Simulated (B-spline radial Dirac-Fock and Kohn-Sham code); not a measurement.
K-line shifts caused by a second vacancy in Tc⁴⁺

System: Tc⁴⁺ in the configuration 1s2 2s2 2p6 3s2 3p6 3d10 4s2 4p6 4d3, inside a Watson sphere of charge -4 and radius 2.4 Å (a model of the Madelung potential; inside it an electron's potential energy is raised by 24.0 eV).

Calculated with an atomic code on a B-spline grid, using ΔSCF Dirac-Fock with Breit, self-energy and vacuum polarisation, finite nucleus, configuration average. Each two-hole energy is an average over J within one jj subconfiguration, not an observable level; in light atoms, where LS coupling holds, the j-resolved values are not observed lines, and for a K spectator the Kα1 hypersatellite is nearly forbidden. The model has no electron correlation.

Lines without a spectator: Kα2 (K-L2) 18248.7 eV, Kα1 (K-L3) 18365.2 eV, Kβ3 (K-M2) 20594.7 eV, Kβ1 (K-M3) 20614.7 eV. Shifts in eV with one spectator hole (a dash: not computed, or left out as unreliable):

| spectator hole | Kα2 | Kα1 | Kβ3 | Kβ1 |
| --- | --- | --- | --- | --- |
| L2 (2p1/2) | +50.7 | +63.2 | – | +136.8 |
| L3 (2p3/2) | +52.2 | +51.5 | +124.9 | – |
| M2 (3p1/2) | – | +6.38 | +15.14 | +18.59 |
| M3 (3p3/2) | +5.02 | – | +16.36 | +15.78 |
| M4 (3d3/2) | +0.44 | -1.66 | – | – |
| M5 (3d5/2) | -1.97 | -0.50 | – | – |

Question: Where does the K-L3 hypersatellite lie, emitted when both K electrons are missing?

Answer: +491.3 eV from the normal line, at 18856.5 eV. Removing both K electrons costs 42834.7 eV, which is 667.3 eV more than twice the K binding energy.

With n spectator holes in 2p, averaged over the 2p shell (energies in eV):

```tsv
n	KαLⁿ	step	hypersatellite KαʰLⁿ
0	18326.4	–	18814.0
1	18381.1	+54.8	18870.1
2	18437.1	+56.0	18927.5
3	18494.3	+57.2	18986.0
4	18552.7	+58.4	19045.9
5	18612.4	+59.7	19106.9
```
